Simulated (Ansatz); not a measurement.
The same ligand exchange along the group Mg, Zn, Cd.

Calculated with Ansatz (gas phase, PBE0-D4/def2-TZVP geometries, no zero-point term in ΔE). CCSD(T)/CBS is the MP2 limit (def2-TZVPP, def2-QZVPP) plus CCSD(T) − MP2 in def2-TZVPP, frozen cores. This one scheme is used for every species. Functionals use def2-TZVPP. Elements past krypton have def2 core potentials. For Cd, Mg, Zn outer-core shells are correlated without core-valence functions, which leaves a few kJ/mol of doubt a bond. Scalar relativity is left out up to krypton. Each species was taken in one conformer, which may not be the lowest.

```
                                                reaction  PBE0-D4 (kJ/mol)  RPA@PBE/def2-TZVPP (kJ/mol)  CCSD(T)/def2-SVP (kJ/mol)  CCSD(T)/CBS(def2) (kJ/mol)
`[OH][Mg][O][SiH3]` + CH₃OH → `C[O][Mg][OH]` + `O[SiH3]`                38                           41                         39                          42
`[OH][Zn][O][SiH3]` + CH₃OH → `C[O][Zn][OH]` + `O[SiH3]`                30                           33                         40                          33
`[OH][Cd][O][SiH3]` + CH₃OH → `C[O][Cd][OH]` + `O[SiH3]`                29                           32                         36                          32
```

Largest T1 diagnostic: 0.017, for `C[O][Zn][OH]`.
